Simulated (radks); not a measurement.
Results of a calculation; reference values are marked as such.
Q: These are the eigenvalues of the occupied orbitals of an atom or ion with whole-number occupations (eV). Code: a radial shooting solver on a logarithmic mesh with Libxc functionals. Model: scalar-relativistic Kohn-Sham, LDA (Slater exchange, Perdew-Wang correlation), spin-polarised, spherical densities, finite nucleus; Fermi nuclear charge, rms radius of each element as measured or else 0.836 A^(1/3) + 0.57 fm.

1s: -10244.82
2s: -1293.580
2p: -1131.808
3s: -181.2014
3p: -132.4185
3d: -52.8505

Which element is it, and in what charge state? The configuration may be excited. Open shells, if any, are filled with parallel spins first.

A: Z = 31, gallium, charge +3: Ga3+ in [Ar] 3d10. The list shows which subshells hold electrons but not how many an open one holds; the 1s level, -376.49 hartree, gives Z - s = 27.4 by -(Z - s)^2/2, which with screening and relativity narrows Z to a few neighbours, and the depths of the outer levels then fix element, charge and occupations together.
